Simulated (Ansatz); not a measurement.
Results of the Gaussian-basis code of Ansatz.

Basis-set series for CH₅AlOSi (`C[SiH]1[O][AlH]1`). The species carries charge 0 and has multiplicity 1. All single points use the PBE0-D4/def2-TZVP geometry.

```tsv
functional	basis	functions	energy (Eh)	HOMO (eV)	LUMO (eV)
PBE0-D4	def2-TZVPP	216	-648.00194	-6.05	-1.37
PBE0-D4	def2-QZVPP	404	-648.02644	-6.08	-1.43
ωB97M-V	def2-TZVPP	216	-648.27961	-8.02	0.29
ωB97M-V	def2-QZVPP	404	-648.30293	-8.05	0.07
```

(1) Give the rows for def2-SVP. (Estimate.)

Results:

(1) The calculation gave: 
```tsv
functional	basis	functions	energy (Eh)	HOMO (eV)	LUMO (eV)
PBE0-D4	def2-SVP	89	-647.66929	-6.05	-1.24
ωB97M-V	def2-SVP	89	-647.94242	-7.99	0.51
```

Positive LUMOs are unbound and depend on the basis.
